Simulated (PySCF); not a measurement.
SMILES Fc1ccsc1-c1c(F)c(F)c(F)c(F)c1F at its GFN2-xTB optimised geometry (Å):

```
19

F      0.8636    -2.9887     0.0000
C      1.5047    -1.8220     0.0000
C      2.9114    -1.8220     0.0000
C      3.4176    -0.5620     0.0000
S      2.1963     0.6265     0.0000
C      0.9180    -0.5684     0.0000
C     -0.4722    -0.1473     0.0000
C     -1.5710    -1.0256    -0.0001
F     -1.4111    -2.3466    -0.0003
C     -2.8893    -0.5814    -0.0001
F     -3.8765    -1.4785    -0.0002
C     -3.1855     0.7755     0.0000
F     -4.4471     1.2019     0.0000
C     -2.1267     1.6753     0.0001
F     -2.3611     2.9887     0.0002
C     -0.8166     1.2170     0.0001
F      0.1355     2.1594     0.0002
H      3.4878    -2.7281     0.0000
H      4.4471    -0.2648     0.0000
```

Level of theory: PySCF with CAM-B3LYP/def2-SVP.

Map of the electron localisation function on the plane z = 1.0 Å:

```
|0000000000000000000000000|
|0000000000000000000000000|
|0000000000000000000000000|
|0000000000000000000000000|
|0000000000000000000000000|
|0000000231000000000000000|
|0000002663001000000000000|
|0000001320015400000000000|
|0001200122015500652000000|
|0015501577521106984000000|
|0025415654760019995000000|
|0013117500462028983002000|
|0000016500474354655456300|
|0000005756663673026654200|
|0001421467511573037520000|
|0002561001100167567300000|
|0000341014400024566300000|
|0000000036500420025510000|
|0000000012201661004620000|
|0000000000000231001200000|
|0000000000000000000000000|
|0000000000000000000000000|
|0000000000000000000000000|
|0000000000000000000000000|
|0000000000000000000000000|
```
Scale: ten equal steps from 0.000 (start of '0') to 0.945 (end of '9'), in the order '0123456789'; x runs from -6.50 to 6.50, y from -6.50 (bottom) to 6.50 (top).
